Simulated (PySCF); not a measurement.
A side-by-side comparison of computed properties.

First species: N,N-diethylpropionamide, C7H15NO.
Geometry (GFN2-xTB, Å), atoms numbered from 1 in this order:
```
atom  x, y, z in Å
C1     3.2581    0.1665   -0.3373
C2     1.7952    0.5362   -0.5480
C3     0.8844   -0.4587    0.1587
O4     1.3230   -1.4443    0.7200
N5    -0.4486   -0.2004    0.1286
C6    -1.3356   -1.1355    0.8011
C7    -1.8465   -2.2162   -0.1473
C8    -1.0707    0.9476   -0.4920
C9    -1.2712    2.1026    0.4913
H10    3.9077    0.8764   -0.8438
H11    3.4503   -0.8303   -0.7244
H12    3.4948    0.1630    0.7233
H13    1.5652    0.5255   -1.6166
H14    1.6062    1.5414   -0.1682
H15   -0.7657   -1.6040    1.6066
H16   -2.1706   -0.5778    1.2314
H17   -1.0071   -2.7879   -0.5335
H18   -2.5126   -2.8902    0.3845
H19   -2.3872   -1.7786   -0.9843
H20   -2.0436    0.6324   -0.8806
H21   -0.4712    1.2848   -1.3387
H22   -0.3200    2.4182    0.9118
H23   -1.9199    1.8005    1.3099
H24   -1.7262    2.9486   -0.0172
```

Second species: C4H11P3S.
Structure used (GFN2-xTB), in Å, numbered top down from 1:
```xyz
19
C4H11P3S angstrom
C     -3.4847    0.2957    0.4889
S     -2.6000   -1.0473    1.3219
C     -1.8506   -1.8345   -0.1349
P     -0.5293   -0.8661   -1.0384
P      0.1560    0.2901    0.4855
C      1.4744    1.2417   -0.4440
C      2.7559    1.1426    0.3797
P      2.7838   -0.5456    1.1490
H     -4.2425   -0.1207   -0.1693
H     -3.9508    0.8952    1.2632
H     -2.7747    0.8997   -0.0741
H     -1.4109   -2.7659    0.2268
H     -2.6499   -2.0847   -0.8364
H      1.6205    0.8193   -1.4409
H      1.1591    2.2828   -0.5594
H      2.7353    1.8664    1.2006
H      3.6488    1.3317   -0.2217
H      4.1469   -0.5505    1.4699
H      3.0030   -1.2407   -0.0436
```

Levels: PBE0/pcSseg-1 for HOMO energy, LUMO energy and HOMO–LUMO gap. Geometries: GFN2-xTB. All species are isolated and taken at one optimised geometry, non-relativistic unless stated; the electronic structure was computed with PySCF and density fitting.

Dipoles, sizes and rotational constants follow the conformer. The torsions of the flexible species, by atom-mapped SMILES:
- `[CH3:1][CH2:2][C:3](=[O:4])[N:5]([CH2:6][CH3:7])[CH2:8][CH3:9]`: C1–C2–C3–O4 -5°, C2–C3–N5–C6 180°, C3–N5–C6–C7 -92°, C3–N5–C8–C9 -93°

The conformers of `CSC/P=P/CCP` aren't listed.

```
     property  column X  column Y
  HOMO energy  -6.78 eV  -6.16 eV
  LUMO energy   0.99 eV  -2.45 eV
HOMO–LUMO gap   7.77 eV   3.71 eV
```

Question: Which column belongs to which species?

Answer: Column X is the first species and column Y the second. The first has 24 atoms and 72 electrons, the second 19 and 96.

Question: How does each property change from the first species to the second?

Answer: HOMO energy +0.62 eV; LUMO energy -3.44 eV; HOMO–LUMO gap -4.06 eV.

